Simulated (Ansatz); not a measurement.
Computed with Ansatz on PBE0-D4/def2-TZVP structures; ΔE is electronic, products minus reactants. CCSD(T)/CBS is the MP2 limit (def2-TZVPP, def2-QZVPP) plus CCSD(T) − MP2 in def2-TZVPP, frozen cores. This one scheme is used for every species. DFT in def2-TZVPP. One conformer a species, not always the lowest.

`CB([SiH3])BS` + `N[SiH3]` → `[SiH3]NBS` + `CB[SiH3]`  (cleavage of the B–B bond)

```
    level  ΔE (eV)
   PBE-D4    -1.01
r2SCAN-D4    -1.08
  ωB97M-V    -1.17
   B2PLYP    -1.18
```

(1) What does CCSD(T)/CBS give? (An estimate is asked.)

Largest T1 diagnostic among the species: 0.014.

Results:

(1) Computed: -1.14 eV. The listed levels differ from it by 0.13, 0.06, -0.03, -0.04 eV.

The D4 term adds +0.03 eV with B3LYP and +0.02 eV with PBE0; it sums over pairs of atoms, weighted by their polarisabilities, and B3LYP, whose exchange is more repulsive, gets the larger term. In def2-TZVPP, CCSD(T) changes the Hartree–Fock value by +0.15 eV (the triples alone add +0.02 eV) and MP2 by +0.11 eV. From PBE to PBE0 (25 % exact exchange), in def2-TZVPP and without D4, ΔE moves by −0.06 eV.

B3LYP here is the variant with VWN-RPA as its local correlation; programs differ in this.
